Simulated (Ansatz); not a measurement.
```yaml
crystal:
  periodic: [false, false, false]
  atoms:
    - {symbol: C, position_ang: [-0.552207, -0.352433, 1.907241]}
    - {symbol: N, position_ang: [0.457115, -0.256336, 0.903017]}
    - {symbol: Al, position_ang: [0.259897, 0.236924, -1.088650]}
    - {symbol: O, position_ang: [1.668901, 0.448579, -1.913830]}
    - {symbol: S, position_ang: [-1.843733, 0.303809, -1.603103]}
    - {symbol: H, position_ang: [-0.365663, 0.287788, 2.631268]}
    - {symbol: H, position_ang: [-1.189824, -0.376368, 1.558427]}
    - {symbol: H, position_ang: [-0.478137, -1.479140, 2.207326]}
    - {symbol: H, position_ang: [1.453299, -0.235242, 1.048818]}
    - {symbol: H, position_ang: [1.605586, 0.594289, -2.685678]}
    - {symbol: H, position_ang: [-1.368177, 0.681034, -3.051611]}
basis:
  gaussian: {orbitals: def2-TZVPD}
hamiltonian: {xc: {name: rPW86-PBE}, dispersion: rvv10}
relax: {f_tol: 0.001, max_steps: 2}
output: {forces: true}
```

```sh
$ ansatz run in.yaml --threads 4 --pin off --events-out ev --progress --plain --max-ram 10444MiB
```

Output, abridged:

```
Functional definition: rPW86-PBE+rVV10
1400 factors; their error is unknown
mean field evaluation 1: about -22096.2713 eV, gradient 1.2e2 eV
mean field evaluation 2: about -21909.8348 eV, gradient 2.6e2 eV
mean field evaluation 4: about -22120.2908 eV, gradient 3.3e1 eV
mean field evaluation 8: about -22123.1636 eV, gradient 9.8e-1 eV
mean field evaluation 16: about -22123.1455 eV, gradient 1.9e-3 eV
mean field -22123.14549179 eV, -813.0106012169 hartree, gradient 1.8e-5 eV, S^2 0.000000; 0 other end points of the search recorded, 0 dependent functions left out
reference -22123.14565323 eV, -813.0106071494 hartree; 28, 28 occupied and 229, 229 virtual orbitals, 1400 factors
relax step   1: F+E_penalty+E_count = -22123.14549179 eV  Δ(F+E_penalty+E_count) = +0.000e0 eV  max|allowed force component| = 3.481e1 eV/Å  Δτ_max = 0.0000 Å  (36 SCF iters, accepted)
1400 factors; their error is unknown
mean field -22130.20463396 eV, -813.2700199065 hartree, gradient 1.4e-5 eV, S^2 0.000000; 0 other end points of the search recorded, 0 dependent functions left out
reference -22130.20479410 eV, -813.2700257917 hartree; 28, 28 occupied and 229, 229 virtual orbitals, 1400 factors
relax step   2: F+E_penalty+E_count = -22130.20463396 eV  Δ(F+E_penalty+E_count) = -7.059e0 eV  max|allowed force component| = 3.859e0 eV/Å  Δτ_max = 0.1993 Å  (40 SCF iters, accepted)
Error: geometry relaxation did not converge after 2 steps: max|allowed force component| = 3.86e0 eV/Å (threshold 1.0e-3). Raise `relax.max_steps` over both its present limit and 2, loosen `relax.f_tol`, or start from a geometry closer to equilibrium. Where this run's directory can be resumed (`checkpoint.write`), a resume goes on for up to `relax.max_steps` more
```

Question: Something in this input is off. What?

Answer: The relaxation is allowed too few steps for its threshold. No converged result was reached.
